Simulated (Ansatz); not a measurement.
System: GeHBrF, charge 0, doublet. GeHBrF (SMILES [F][GeH][Br], doublet).
B3LYP-D3(BJ)/def2-TZVP minimum from Ansatz (a first-principles code):
```xyz
4

Ge    -0.9565    -0.3061     0.1344
F     -1.6662     1.2899    -0.0078
Br     1.3456    -0.0207    -0.0890
H     -1.4927    -1.0888    -1.1136
```
Charge 0, spin multiplicity 2.

Total energies in cc-pVDZ, 19 correlated electrons, 29 frozen orbitals. Radicals and triplets start from unrestricted determinants; spin-orbit coupling is neglected. Correlated methods leave the cores frozen (noble-gas shells, and filled d and f shells in the p block). No relativity. Spin-orbit terms, left out, reach several kcal/mol for Br and I, and more for heavier atoms.

| method | program | energy (Eh) | minus CCSDT(Q) (mEh) |
|---|---|---|---|
| HF | Ansatz | -4747.79135 | 409.74 |
| MP2 | Ansatz | -4748.16890 | 32.18 |
| CCSD | Ansatz | -4748.19099 | 10.10 |
| CCSD(T) | Ansatz | -4748.19923 | 1.86 |
| CCSDT(Q) | Ansatz | -4748.20109 | 0.00 |

Rough core times of Ansatz's runs on a shared machine: CCSD(T) under 20 s, CCSDT(Q) 6 min.
